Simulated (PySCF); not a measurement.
# Polarisability and C₆ of Nb⁺ (niobium, charge +1)

[Kr] 4d4, high-spin 5D determinant. Computed with PySCF 2.14 in aug-cc-pVTZ-DK (9s8p6d3f2g, 102 functions), with scalar relativity by spin-free X2C-1e. Coupled (time-dependent) response in atomic units; α is the mean over directions.

```tsv
method	mean α (bohr³)	α xx, yy, zz	C₆ (like pair)	S(−4)
UHF	23.38	20.50, 20.50, 29.13	149.1	405.2
```

S(−4) is the Cauchy moment in α(ω) = α(0) + S(−4) ω² + …

Spin-orbit coupling is absent.

α(iu) at UHF:

```json
{"u (hartree)": "0", "α(iu) (bohr³)": "23.38"}
{"u (hartree)": "0.0500", "α(iu) (bohr³)": "22.43"}
{"u (hartree)": "0.100", "α(iu) (bohr³)": "20.24"}
{"u (hartree)": "0.200", "α(iu) (bohr³)": "15.70"}
{"u (hartree)": "0.300", "α(iu) (bohr³)": "12.51"}
{"u (hartree)": "0.500", "α(iu) (bohr³)": "8.712"}
{"u (hartree)": "0.750", "α(iu) (bohr³)": "6.110"}
{"u (hartree)": "1.00", "α(iu) (bohr³)": "4.557"}
{"u (hartree)": "1.50", "α(iu) (bohr³)": "2.816"}
{"u (hartree)": "2.00", "α(iu) (bohr³)": "1.898"}
{"u (hartree)": "3.00", "α(iu) (bohr³)": "1.014"}
{"u (hartree)": "5.00", "α(iu) (bohr³)": "0.4213"}
```

A single London oscillator, α(iu) = α/(1 + u²/ω²), gives C₆ = (3/4) ω α². Matching the computed C₆ needs ω = 4 × 149.1 / (3 × 23.38²) = 0.364 hartree.

For an ion, C₆ is the dispersion term alone; charge-induced terms of lower order in 1/R come first.

The components differ because the open shell of this determinant is not spherical; for a pure term their mean is the scalar polarisability.
